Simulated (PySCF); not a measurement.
A structure optimised at PBE-D3(BJ)/def2-SVP, used in a PySCF frequency run:

```
C
H 1 1.1005
H 1 1.1043 2 112.71
H 1 1.1043 2 112.71 3 -126.78
C 1 1.6456 2 109.76 4 -116.61
O 5 1.2319 1 110.92 2 180.00
O 5 1.2411 6 140.57 1 180.00
```
Charge 0, spin multiplicity 2.

**Question.** Write its SMILES, formula and point group.

**Answer.** CC([O])=O, C2H3O2, Cs

**Question.** What are its rotational constants (standard atomic weights)?

**Answer.** 10.850, 10.324, 5.4821 GHz
